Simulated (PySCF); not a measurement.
# Radial density of Si (silicon, neutral)

r2SCAN0, [Ne] 3s1 3p3, 3s spin antiparallel (an excited configuration). All numbers are calculated (PySCF 2.14, scalar relativity by spin-free X2C-1e, in ANO-RCC-VTZP (5s4p2d1f, 34 functions)).

| r (bohr) | 4πr²ρ (e/bohr) | 4πr²(ρα − ρβ) |
| --- | --- | --- |
| 0.00152 | 0.05883 | -0.0002 |
| 0.00256 | 0.1544 | -0.0004 |
| 0.00431 | 0.4017 | -0.0010 |
| 0.00725 | 1.017 | -0.0026 |
| 0.0122 | 2.448 | -0.0062 |
| 0.0205 | 5.402 | -0.0135 |
| 0.0345 | 10.24 | -0.0237 |
| 0.0580 | 15.04 | -0.0258 |
| 0.0976 | 14.86 | 0.0103 |
| 0.164 | 10.18 | 0.0897 |
| 0.276 | 11.69 | 0.1094 |
| 0.464 | 13.91 | 0.0329 |
| 0.781 | 5.835 | -0.0014 |
| 1.31 | 1.525 | 0.1802 |
| 2.21 | 1.686 | 0.7494 |
| 3.72 | 0.5978 | 0.4509 |
| 6.25 | 0.03656 | 0.0343 |
| 10.5 | 0.0001263 | 0.0001 |

Densities and radii are taken from the X2C orbitals without a picture-change correction, which distorts them close to the nucleus.

With the s spin flipped the determinant is a mixture of two multiplicities, not a spectroscopic state.
